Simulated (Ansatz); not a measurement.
C2H10GeN2, singlet, at a GFN2-xTB geometry, with bond 7-2 at 2.4 times its length; SC-NEVPT2/STO-3G, CASSCF(2,3) (Ansatz, a quantum-chemistry and plane-wave program).

Ansatz was given this input:
Ansatz 0.2 input:
```yaml
crystal:
  periodic: [false, false, false]
  atoms:
    - {symbol: Ge, position_ang: [-0.38508927, 0.09269134, -0.21092093]}
    - {symbol: N, position_ang: [-0.74543404, -1.60659487, 0.33775935]}
    - {symbol: N, position_ang: [-1.74351280, 1.03508380, 0.55063318]}
    - {symbol: C, position_ang: [1.47598041, 0.53294968, 0.36497575]}
    - {symbol: C, position_ang: [2.54460537, -0.27658776, -0.35498355]}
    - {symbol: H, position_ang: [-0.56391746, 0.33518471, -1.70656304]}
    - {symbol: H, position_ang: [0.70021597, -3.35255282, -0.51744986]}
    - {symbol: H, position_ang: [-1.70355497, -1.89825351, 0.20559655]}
    - {symbol: H, position_ang: [-1.89074543, 0.84054729, 1.53137448]}
    - {symbol: H, position_ang: [-1.72207629, 2.03718968, 0.42948294]}
    - {symbol: H, position_ang: [1.54853852, 0.36221686, 1.44051574]}
    - {symbol: H, position_ang: [1.65599022, 1.59685473, 0.19903091]}
    - {symbol: H, position_ang: [2.47039186, -0.13671551, -1.43193959]}
    - {symbol: H, position_ang: [3.54039577, 0.03026508, -0.03717853]}
    - {symbol: H, position_ang: [2.43002739, -1.33692882, -0.14097261]}
basis:
  gaussian:
    orbitals: STO-3G
magnetization: {spin_polarized: false}
correlation: {method: sc_nevpt2, electrons: all, active_space: {window: {electrons: 2, orbitals: 3}}}
```

Output, abridged:

```
Functional definition: HF
602 factors; integrals over basis functions are off by at most 2.8e-5 eV
mean field evaluation 1: about -60937.7710 eV, gradient 2.8e1 eV
mean field evaluation 2: about -60937.9490 eV, gradient 2.8e1 eV
mean field evaluation 4: about -60941.3337 eV, gradient 4.1e0 eV
mean field evaluation 8: about -60941.4349 eV, gradient 2.1e-1 eV
mean field evaluation 16: about -60938.0773 eV, gradient 8.0e0 eV
mean field -60941.43531119 eV, -2239.5564400978 hartree, gradient 1.8e-6 eV, S^2 0.000000; 1 other end points of the search recorded, 0 dependent functions left out; unrestricted orbitals would lower it
reference -60941.43531119 eV, -2239.5564400978 hartree; 34, 34 occupied and 14, 14 virtual orbitals, 602 factors
state -60946.91295894 eV, -2239.7577399398 hartree
state -60946.91295894 eV, -2239.7577399398 hartree; corrected -60952.75319278 eV, -2239.9723645745 hartree
WARN: 1 active orbitals are nearly empty or full. The corrections depend on them more than the energy does, and are more stable in an active space without them
Total energy: -60952.75319278 eV, -2239.9723645745 hartree
```
